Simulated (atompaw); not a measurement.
**Reading a pseudo-wave (Sn (Z = 50))**

Columns: radius, all-electron u(r) and pseudo u(r) of the 5s shell (level -26.16 eV) of tin in the configuration [Ar] 3d10 4s2 4p6 4d10 5s2 5p0; PBEsol, scalar-relativistic, PAW (atompaw) scheme, atompaw 4.2.0.5.

| r (bohr) | all-electron | pseudo |
| --- | --- | --- |
| 0.081 | -0.1683 | 0.0436 |
| 0.162 | 0.0703 | 0.0872 |
| 0.242 | 0.2498 | 0.1303 |
| 0.323 | 0.1663 | 0.1739 |
| 0.404 | -0.0393 | 0.2176 |
| 0.485 | -0.2329 | 0.2612 |
| 0.565 | -0.3518 | 0.3041 |
| 0.646 | -0.3879 | 0.3473 |
| 0.727 | -0.3521 | 0.3900 |
| 0.808 | -0.2657 | 0.4322 |
| 0.888 | -0.1505 | 0.4730 |
| 0.969 | -0.0203 | 0.5131 |
| 1.050 | 0.1118 | 0.5518 |
| 1.131 | 0.2376 | 0.5887 |
| 1.212 | 0.3523 | 0.6235 |
| 1.292 | 0.4521 | 0.6554 |
| 1.373 | 0.5384 | 0.6848 |
| 1.454 | 0.6100 | 0.7109 |
| 1.535 | 0.6674 | 0.7335 |
| 1.615 | 0.7110 | 0.7520 |
| 1.696 | 0.7433 | 0.7664 |
| 1.777 | 0.7649 | 0.7765 |
| 1.858 | 0.7770 | 0.7818 |
| 1.938 | 0.7809 | 0.7823 |
| 2.019 | 0.7778 | 0.7780 |
| 2.100 | 0.7687 | 0.7687 |

(1) How many radial nodes do the two functions have?

(2) Is the pseudo-wave norm-conserving?

Answers

(1) The all-electron 5s function has n − l − 1 = 4 (the table is too coarse to show those close to the nucleus); the pseudo-wave has 0, since the states of the same l below it are removed with the core.

(2) No, it belongs to a PAW set: the norm inside the radius is not constrained, and the difference is carried by the augmentation charge.
